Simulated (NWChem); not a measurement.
System: H₂PO₄ anion

The following NWChem deck was run.

```
start job
memory heap 200 mb stack 900 mb global 1100 mb
charge -1
geometry units angstroms noautoz
  O     -1.025783    -0.875694    -0.842866
  P      0.000000     0.000000    -0.158431
  O      1.025783     0.875694    -0.842866
  O      0.857174    -0.975105     0.915714
  O     -0.857174     0.975105     0.915714
  H      1.736491    -0.584013     0.983600
  H     -1.736491     0.584013     0.983600
end
basis spherical
  O library 6-31g*
  P library 6-31g*
  H library 6-31g*
end
dft
  xc pbe0
  iterations 150
  mulliken
end
task dft energy
```

Sets without diffuse functions describe the anion's extra electron poorly. The geometry was optimised at B3LYP/def2-SVPD. Not confirmed as a minimum by frequencies.

Question: Predict the main results of this run. (PBE0/6-31G* (spherical d).) Quantities: basis functions; energy (Ha); highest occupied level (eV); orbital gap (eV).

Answer: The number of basis functions is 78. The energy (Ha) is -643.13 and the highest occupied level (eV) is -1.74. The orbital gap (eV) is 8.66.
